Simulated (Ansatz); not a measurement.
A first, cheap relaxation of C2H4AlBr.

```yaml
crystal:
  periodic: [false, false, false]
  atoms:
    - {symbol: Br, position_ang: [-1.947800, 1.180200, -0.021300]}
    - {symbol: C, position_ang: [-0.327600, 0.466500, -0.654500]}
    - {symbol: C, position_ang: [0.706600, 0.357400, 0.417200]}
    - {symbol: Al, position_ang: [0.030100, -1.395100, -0.063800]}
    - {symbol: H, position_ang: [0.062800, 0.757900, -1.669600]}
    - {symbol: H, position_ang: [0.445100, 0.776800, 1.420500]}
    - {symbol: H, position_ang: [1.798500, 0.544700, 0.072500]}
    - {symbol: H, position_ang: [-0.675500, -2.745400, 0.443100]}
basis:
  gaussian: {orbitals: def2-SVP}
hamiltonian: {xc: pbe, dispersion: d4}
relax: {f_tol: 0.03, max_steps: 200}
```

```sh
$ ansatz run in.yaml --threads 2 --pin off --events-out ev --progress --plain --max-ram 4352MiB
```

Output, abridged:

```
Functional definition: PBE
mean field -78750.71395675 eV, -2894.0353587595 hartree, gradient 1.5e-5 eV, S^2 0.000000; 1 other end points of the search recorded, 0 dependent functions left out
relax step   1: F+E_penalty+E_count = -78750.89335639 eV  Δ(F+E_penalty+E_count) = +0.000e0 eV  max|allowed force component| = 2.677e0 eV/Å  Δτ_max = 0.0000 Å  (42 SCF iters, accepted)
mean field -78751.07851671 eV, -2894.0487560909 hartree, gradient 1.3e-5 eV, S^2 0.000000; 0 other end points of the search recorded, 0 dependent functions left out
relax step   2: F+E_penalty+E_count = -78751.25563775 eV  Δ(F+E_penalty+E_count) = -3.623e-1 eV  max|allowed force component| = 1.229e0 eV/Å  Δτ_max = 0.1267 Å  (30 SCF iters, accepted)
mean field -78751.17310522 eV, -2894.0522321544 hartree, gradient 1.0e-5 eV, S^2 0.000000; 0 other end points of the search recorded, 0 dependent functions left out
relax step   3: F+E_penalty+E_count = -78751.34920182 eV  Δ(F+E_penalty+E_count) = -9.356e-2 eV  max|allowed force component| = 2.045e-1 eV/Å  Δτ_max = 0.1098 Å  (30 SCF iters, accepted)
mean field -78751.18334584 eV, -2894.0526084903 hartree, gradient 2.0e-5 eV, S^2 0.000000; 0 other end points of the search recorded, 0 dependent functions left out
relax step   4: F+E_penalty+E_count = -78751.35999134 eV  Δ(F+E_penalty+E_count) = -1.079e-2 eV  max|allowed force component| = 1.014e-1 eV/Å  Δτ_max = 0.0359 Å  (29 SCF iters, accepted)
mean field -78751.19063774 eV, -2894.0528764627 hartree, gradient 2.2e-5 eV, S^2 0.000000; 0 other end points of the search recorded, 0 dependent functions left out
relax step   5: F+E_penalty+E_count = -78751.36803424 eV  Δ(F+E_penalty+E_count) = -8.043e-3 eV  max|allowed force component| = 1.476e-1 eV/Å  Δτ_max = 0.0454 Å  (29 SCF iters, accepted)
mean field -78751.22076346 eV, -2894.0539835625 hartree, gradient 1.9e-5 eV, S^2 0.000000; 0 other end points of the search recorded, 0 dependent functions left out
relax step   6: F+E_penalty+E_count = -78751.40037843 eV  Δ(F+E_penalty+E_count) = -3.234e-2 eV  max|allowed force component| = 5.482e-1 eV/Å  Δτ_max = 0.1941 Å  (34 SCF iters, accepted)
mean field -78751.26682554 eV, -2894.0556763127 hartree, gradient 8.1e-6 eV, S^2 0.000000; 0 other end points of the search recorded, 0 dependent functions left out
relax step   7: F+E_penalty+E_count = -78751.44829536 eV  Δ(F+E_penalty+E_count) = -4.792e-2 eV  max|allowed force component| = 7.775e-1 eV/Å  Δτ_max = 0.1942 Å  (29 SCF iters, accepted)
mean field -78751.31821708 eV, -2894.0575649169 hartree, gradient 7.6e-6 eV, S^2 0.000000; 0 other end points of the search recorded, 0 dependent functions left out
relax step   8: F+E_penalty+E_count = -78751.50032698 eV  Δ(F+E_penalty+E_count) = -5.203e-2 eV  max|allowed force component| = 6.625e-1 eV/Å  Δτ_max = 0.1982 Å  (30 SCF iters, accepted)
mean field -78751.33141147 eV, -2894.0580498018 hartree, gradient 8.9e-6 eV, S^2 0.000000; 0 other end points of the search recorded, 0 dependent functions left out
relax step   9: F+E_penalty+E_count = -78751.51427789 eV  Δ(F+E_penalty+E_count) = -1.395e-2 eV  max|allowed force component| = 3.711e-1 eV/Å  Δτ_max = 0.0705 Å  (29 SCF iters, accepted)
mean field -78751.33729923 eV, -2894.0582661732 hartree, gradient 2.6e-5 eV, S^2 0.000000; 0 other end points of the search recorded, 0 dependent functions left out
relax step  10: F+E_penalty+E_count = -78751.51879837 eV  Δ(F+E_penalty+E_count) = -4.520e-3 eV  max|allowed force component| = 2.880e-1 eV/Å  Δτ_max = 0.0833 Å  (30 SCF iters, accepted)
mean field -78751.34523178 eV, -2894.0585576889 hartree, gradient 2.6e-5 eV, S^2 0.000000; 0 other end points of the search recorded, 0 dependent functions left out
relax step  11: F+E_penalty+E_count = -78751.52711242 eV  Δ(F+E_penalty+E_count) = -8.314e-3 eV  max|allowed force component| = 2.983e-1 eV/Å  Δτ_max = 0.0754 Å  (29 SCF iters, accepted)
mean field -78751.35009528 eV, -2894.0587364192 hartree, gradient 2.0e-5 eV, S^2 0.000000; 0 other end points of the search recorded, 0 dependent functions left out
relax step  12: F+E_penalty+E_count = -78751.53229433 eV  Δ(F+E_penalty+E_count) = -5.182e-3 eV  max|allowed force component| = 7.915e-2 eV/Å  Δτ_max = 0.0360 Å  (30 SCF iters, accepted)
mean field -78751.35040298 eV, -2894.0587477271 hartree, gradient 2.0e-5 eV, S^2 0.000000; 0 other end points of the search recorded, 0 dependent functions left out
relax step  13: F+E_penalty+E_count = -78751.53267700 eV  Δ(F+E_penalty+E_count) = -3.827e-4 eV  max|allowed force component| = 2.823e-2 eV/Å  Δτ_max = 0.0056 Å  (31 SCF iters, accepted)
mean field -78751.35040298 eV, -2894.0587477271 hartree, gradient 2.3e-5 eV, S^2 0.000000; 1 other end points of the search recorded, 0 dependent functions left out
Total energy: -78751.53271359 eV, -2894.0654475183 hartree
Atom 0 at    -2.059778     0.630624    -0.052670 Å, force    -0.007324     0.000840     0.003541 eV/Å
Atom 1 at    -0.093822     0.394952    -0.779356 Å, force     0.010838     0.022142    -0.020285 eV/Å
Atom 2 at     0.766235     0.378423     0.490552 Å, force     0.004400    -0.009215    -0.015424 eV/Å
Atom 3 at    -0.322088    -1.231966     0.223134 Å, force     0.000253     0.004948     0.000577 eV/Å
Atom 4 at    -0.011848     1.126555    -1.604711 Å, force    -0.006145    -0.028232     0.027260 eV/Å
Atom 5 at     0.707431     1.199882     1.234273 Å, force    -0.000613    -0.007064    -0.006496 eV/Å
Atom 6 at     1.821449     0.209394     0.175440 Å, force    -0.004175     0.005451     0.013125 eV/Å
Atom 7 at    -0.715380    -2.764864     0.257438 Å, force     0.002764     0.011131    -0.002298 eV/Å
Dipole moment:     0.127353    -0.062811    -0.004329 e Å
```

Hardware: 2 threads of an Arm Neoverse V2 on a shared host. Wall time 22 s, peak host memory 0.14 GiB.
